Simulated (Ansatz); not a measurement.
Ideal-gas functions of CHClGaNO, SMILES `O=C=[N][GaH][Cl]` at 298.15 K and 1 bar, from an Ansatz frequency run at PBE0-D4/def2-TZVP.

Molar mass 148.2 g/mol, point group Cs (symmetry number 1), electronic degeneracy 1, moments of inertia 105.518, 343.826, 449.343 u Å². Harmonic wavenumbers (cm⁻¹, unscaled): 49, 73, 184, 425, 462, 499, 613, 653, 675, 1454, 2091, 2362.

Use S(trans) = R[1.5 ln M + 2.5 ln T − 1.1517]; rotational temperatures θ = 24.2544 K / I; S(rot) = R[ln(√π/σ · √(T³/θAθBθC)) + 1.5]; for each mode x = 1.438777 ν̃/T, S = R[x/(eˣ − 1) − ln(1 − e⁻ˣ)] and H = RT x/(eˣ − 1); 1 cm⁻¹ = 0.0119627 kJ/mol; R = 8.31446 J/(mol·K).

Task: By hand: the entropy, in J/(mol·K).

Result: Translation 171.2. Rotation: θ = 0.2299, 0.0705, 0.054 K, giving 117.6. Vibration, mode by mode: 20.32, 17.03, 9.57, 3.66, 3.18, 2.76, 1.79, 1.54, 1.41, 0.06, 0.00, 0.00, in all 61.3. Electronic 0.0. Sum 350.1 J/(mol·K).

Task: By hand: H − E and G − E in kJ/mol, counted from the electronic energy.

Result: Zero-point energy ½ × 9540 × 0.0119627 = 57.1; thermal vibration 8.9; translation, rotation and pV give 4 RT = 9.9. H − E = 75.9 kJ/mol, and G − E = 75.9 − 298.15 × 350.1/1000 = -28.5 kJ/mol.

Vibration gives 18 % of the entropy, 37.4 J/(mol·K) of it from the modes under 150 cm⁻¹: soft modes count most, and the harmonic formula is weakest for them. The sum counts one conformer and one mirror image; others add a mixing term.
